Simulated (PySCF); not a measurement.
SMILES CCc1cccc([SiH3])c1 (GFN2-xTB optimised geometry):

```
21

C     -2.399    -2.348     1.502
C     -2.159    -1.929     0.051
C     -1.393    -0.637     0.000
C     -2.059     0.582     0.002
C     -1.347     1.768     0.001
C      0.035     1.748     0.001
C      0.732     0.543     0.000
Si     2.617     0.492    -0.025
C     -0.006    -0.637     0.000
H     -1.451    -2.483     2.018
H     -2.968    -1.584     2.027
H     -2.954    -3.283     1.543
H     -1.598    -2.712    -0.462
H     -3.120    -1.810    -0.454
H     -3.140     0.600     0.002
H     -1.874     2.712     0.002
H      0.584     2.679     0.002
H      3.140     1.801     0.369
H      3.078     0.160    -1.377
H      3.082    -0.536     0.910
H      0.518    -1.584    -0.001
```

Level of theory: PBE0/def2-SVP (PySCF).

What are the frontier orbital energies and the dipole moment?

HOMO-2 -8.67 eV, HOMO-1 -7.28 eV, HOMO -7.05 eV, LUMO -0.45 eV, LUMO+1 -0.07 eV; dipole moment 1.00 D.

Meta-Löwdin charges at PBE0/def2-SVP: C1 -0.29, C2 -0.17, C3 0.02, C4 -0.11, C5 -0.10, C6 -0.10, C7 -0.21, Si8 0.48, C9 -0.11, H10 0.10, H11 0.10, H12 0.10, H13 0.10, H14 0.10, H15 0.10, H16 0.11, H17 0.10, H18 -0.09, H19 -0.10, H20 -0.10, H21 0.09.
